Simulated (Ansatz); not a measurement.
# Low-lying states of Cu2

Computed with Ansatz's Gaussian-basis code (development build). State-averaged CASSCF with equal weights; occupations are averaged over the states; levels count from the state that is lowest in CASSCF. A minimal or small basis: far from the basis limit. Solutions may break the symmetry of the shape. Lower solutions, or ones in other orbitals, may exist. The average may hold one member of a degenerate pair alone.

Geometry: bond length 2.2323 Å.

Basis def2-SVP, nonrelativistic, 18 orbitals frozen in the corrections; active space CAS(2,2). Averaged: 2 singlets.

CASSCF levels: singlet 0.00, singlet 2.90 eV.

Q: How does SC-NEVPT2 move them?

A: singlet 0.00, singlet 2.98 eV, in the same order of listing. The lowest state stays.
